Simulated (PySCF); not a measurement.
## Basis-set dependence of population analyses: `C#CC1C[SiH2]C1`

Compound: C5H8Si.
Structure used (PBE0-D3(BJ)/def2-SVP), in Å, numbered top down from 1:
```xyz
14
C5H8Si angstrom
C      2.9258   -0.5224    0.0806
C      1.7631   -0.2013   -0.0393
C      0.3609    0.1727   -0.1503
C     -0.2057    1.0696    0.9954
Si    -1.8734    0.2135    0.7064
C     -0.6683   -1.0005   -0.1142
H      3.9561   -0.8083    0.1802
H      0.2273    0.7134   -1.1043
H     -0.0550    2.1506    0.8743
H      0.2223    0.7604    1.9625
H     -2.7666    0.9303   -0.2551
H     -2.6809   -0.2373    1.8804
H     -0.3438   -1.7637    0.6113
H     -0.8687   -1.4923   -1.0753
```

PBE0 throughout (PySCF), one geometry, spherical d and f functions. One conformer (not necessarily the lowest) at the PBE0-D3(BJ)/def2-SVP geometry, without solvent, vibrations or thermal averaging. Atoms taken as equivalent share a column and are averaged. The first 7 of 11 kinds of atom are listed.

Mulliken charges (e):

```tsv
basis	functions	C1	C2	C3	C4/C6	Si5	H7	H8
STO-3G	42	-0.156	-0.047	-0.082	-0.296	+0.608	+0.112	+0.091
6-31G	74	-0.488	+0.169	-0.276	-0.592	+0.703	+0.276	+0.217
pcSseg-0	74	-0.311	-0.012	-0.398	-0.887	+0.946	+0.274	+0.294
6-31G*	104	-0.534	+0.333	-0.325	-0.525	+0.465	+0.234	+0.213
cc-pVDZ	128	-0.480	+0.460	-0.191	-0.135	+0.276	+0.001	+0.066
def2-SVP	128	-0.479	+0.372	-0.176	-0.223	+0.441	+0.040	+0.078
pcSseg-1	149	-0.417	+0.338	-0.341	-0.429	+0.611	+0.059	+0.164
aug-cc-pVDZ	214	+1.001	-0.325	+0.036	+0.659	-0.429	-0.674	-0.246
6-311+G(2d,p)	218	-0.275	+0.317	-0.096	-0.565	+0.435	+0.155	+0.134
def2-TZVP	240	-0.136	-0.038	-0.138	-0.336	+0.227	+0.174	+0.114
cc-pVTZ	296	-0.213	+0.013	-0.096	-0.264	+0.224	+0.146	+0.113
IGLO-III	299	-0.186	-0.093	+0.020	-0.536	+0.796	+0.147	+0.168
```

IAO charges (e):

```
        basis  functions      C1      C2      C3   C4/C6     Si5      H7      H8
       STO-3G         42  -0.183  -0.043  -0.146  -0.495  +0.765  +0.155  +0.144
        6-31G         74  -0.251  -0.028  -0.120  -0.517  +0.605  +0.198  +0.163
     pcSseg-0         74  -0.238  -0.024  -0.139  -0.526  +0.619  +0.189  +0.169
       6-31G*        104  -0.245  -0.030  -0.112  -0.528  +0.721  +0.193  +0.155
      cc-pVDZ        128  -0.254  -0.029  -0.113  -0.526  +0.715  +0.197  +0.157
     def2-SVP        128  -0.247  -0.026  -0.114  -0.524  +0.735  +0.190  +0.155
     pcSseg-1        149  -0.258  -0.028  -0.114  -0.532  +0.740  +0.198  +0.158
  aug-cc-pVDZ        214  -0.267  -0.027  -0.114  -0.534  +0.718  +0.202  +0.161
6-311+G(2d,p)        218  -0.267  -0.026  -0.116  -0.544  +0.751  +0.202  +0.162
    def2-TZVP        240  -0.266  -0.026  -0.115  -0.547  +0.760  +0.202  +0.161
      cc-pVTZ        296  -0.265  -0.027  -0.115  -0.544  +0.746  +0.202  +0.161
     IGLO-III        299  -0.268  -0.026  -0.116  -0.548  +0.760  +0.203  +0.162
```

Hirshfeld charges (e):

```tsv
basis	functions	C1	C2	C3	C4/C6	Si5	H7	H8
STO-3G	42	-0.118	-0.071	+0.036	-0.103	+0.373	+0.073	+0.021
6-31G	74	-0.138	-0.052	+0.011	-0.145	+0.304	+0.095	+0.051
pcSseg-0	74	-0.129	-0.049	+0.010	-0.146	+0.337	+0.091	+0.043
6-31G*	104	-0.139	-0.053	+0.010	-0.145	+0.300	+0.095	+0.053
cc-pVDZ	128	-0.134	-0.046	0.000	-0.150	+0.331	+0.091	+0.053
def2-SVP	128	-0.133	-0.043	-0.001	-0.154	+0.339	+0.090	+0.052
pcSseg-1	149	-0.131	-0.042	-0.009	-0.157	+0.344	+0.091	+0.053
aug-cc-pVDZ	214	-0.130	-0.044	-0.022	-0.165	+0.344	+0.090	+0.059
6-311+G(2d,p)	218	-0.131	-0.049	-0.021	-0.160	+0.345	+0.091	+0.058
def2-TZVP	240	-0.133	-0.045	-0.016	-0.161	+0.339	+0.090	+0.058
cc-pVTZ	296	-0.134	-0.043	-0.013	-0.160	+0.337	+0.090	+0.057
IGLO-III	299	-0.132	-0.045	-0.019	-0.162	+0.339	+0.090	+0.058
```

Problem. Which scheme is steadiest as the basis changes?

Solution. Largest range over the bases for any column: Hirshfeld 0.07 e, IAO 0.16 e, Mulliken 1.55 e. Hirshfeld charges move least and Mulliken charges most, counted in e. Without the minimal STO-3G basis the ranges are Hirshfeld 0.04, IAO 0.16, Mulliken 1.55 e.

Problem. How much do the charges still move between the two largest bases, cc-pVTZ and IGLO-III?

Solution. At most, over all atoms: Mulliken 0.572 e, IAO 0.014 e, Hirshfeld 0.007 e.

Problem. What do the same runs give for the total energy, the frontier levels and the dipole moment?

Solution. 
```tsv
basis	energy (Eh)	HOMO (eV)	LUMO (eV)	μ (D)
STO-3G	-478.7117	-5.41	5.14	1.27
6-31G	-484.2835	-7.31	0.50	0.24
pcSseg-0	-483.6112	-7.65	0.37	0.51
6-31G*	-484.3569	-7.22	0.43	0.21
cc-pVDZ	-484.3875	-7.38	0.39	0.32
def2-SVP	-484.1504	-7.47	0.40	0.38
pcSseg-1	-484.3467	-7.54	0.15	0.48
aug-cc-pVDZ	-484.3984	-7.51	-0.20	0.44
6-311+G(2d,p)	-484.4433	-7.53	-0.20	0.45
def2-TZVP	-484.4599	-7.51	0.02	0.42
cc-pVTZ	-484.4580	-7.49	0.12	0.40
IGLO-III	-484.4655	-7.53	0.06	0.47
```

The dipole is fixed by the density alone, so its range of 1.06 D shows that the density itself changes with the basis, not only its division among atoms.
